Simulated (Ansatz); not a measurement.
One change: `CO[SiH2]N[SiH2]O` becomes `O[SiH2]N[SiH2][SiH3]`.

Ansatz, PBE0-D4/def2-TZVP geometries, multiplicity 1. Each molecule was computed in one conformer, which needn't be the lowest.

```json
{"property": "HOMO energy (B3LYP/def2-TZVPP) / eV", "`CO[SiH2]N[SiH2]O`": "-7.51"}
{"property": "HOMO energy (PBE/def2-TZVPP) / eV", "`CO[SiH2]N[SiH2]O`": "-6.37"}
{"property": "size of the dipole moment (B3LYP/def2-TZVPP) / D", "`CO[SiH2]N[SiH2]O`": "2.91"}
{"property": "HOMO energy (PBE0/def2-TZVPP) / eV", "`CO[SiH2]N[SiH2]O`": "-7.74"}
{"property": "size of the dipole moment (ωB97M-V/def2-TZVPP) / D", "`CO[SiH2]N[SiH2]O`": "2.93"}
{"property": "HOMO–LUMO gap (ωB97M-V/def2-TZVPP) / eV", "`CO[SiH2]N[SiH2]O`": "12.10"}
```

Question: What does the change do to each property? (Estimate.)

Answer: Computed: 
```csv
property,`O[SiH2]N[SiH2][SiH3]`,shift
HOMO energy (B3LYP/def2-TZVPP) / eV,-7.58,-0.07
HOMO energy (PBE/def2-TZVPP) / eV,-6.46,-0.09
size of the dipole moment (B3LYP/def2-TZVPP) / D,1.02,-1.89
HOMO energy (PBE0/def2-TZVPP) / eV,-7.81,-0.07
size of the dipole moment (ωB97M-V/def2-TZVPP) / D,1.04,-1.89
HOMO–LUMO gap (ωB97M-V/def2-TZVPP) / eV,11.49,-0.61
```

With PBE0 the HOMO falls by 0.07 eV and the LUMO falls by 0.79 eV, so the gap narrows by about 0.72 eV. PBE moves the HOMO by -0.09 eV and ωB97M-V by -0.07 eV. Dipoles are sizes alone; their direction can turn.

B3LYP here is the variant with VWN-RPA as its local correlation; programs differ in this.
